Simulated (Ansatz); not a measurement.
Reaction (ligand exchange at a Ga–F bond): `C[O][Ga]([F])[SH]` + `O[SiH3]` → `C[O][Ga]([SH])[O][SiH3]` + H–F

Computed with Ansatz on PBE0-D4/def2-TZVP structures; ΔE is electronic, products minus reactants. CCSD(T)/CBS adds triple-zeta CCSD(T) − MP2 to the extrapolated MP2 energy (def2 sets, frozen cores). This one scheme is used for every species. DFT in def2-TZVPP. B3LYP here is the variant with VWN-RPA as its local correlation; programs differ in this. For Ga outer-core shells are correlated without core-valence functions, which leaves a few kJ/mol of doubt a bond. Scalar relativity is left out up to krypton. Each species was taken in one conformer, which may not be the lowest.

| level | ΔE (eV) |
| --- | --- |
| ωB97M-V | 0.17 |
| B3LYP | 0.28 |
| CCSD(T)/def2-TZVPP | 0.08 |
| MP2/CBS(def2) | 0.05 |

(1) What does CCSD(T)/CBS give? (Best estimate.)

Largest T1 diagnostic among the species: 0.014.

Results:

(1) Computed: +0.07 eV. The listed levels differ from it by 0.10, 0.21, 0.01, -0.02 eV.

The D4 term adds −0.14 eV with B3LYP and −0.08 eV with PBE0; it sums over pairs of atoms, weighted by their polarisabilities, and B3LYP, whose exchange is more repulsive, gets the larger term. From PBE to PBE0 (25 % exact exchange), in def2-TZVPP and without D4, ΔE moves by −0.06 eV. In def2-TZVPP, CCSD(T) changes the Hartree–Fock value by −0.13 eV (the triples alone add −0.02 eV) and MP2 by −0.15 eV.
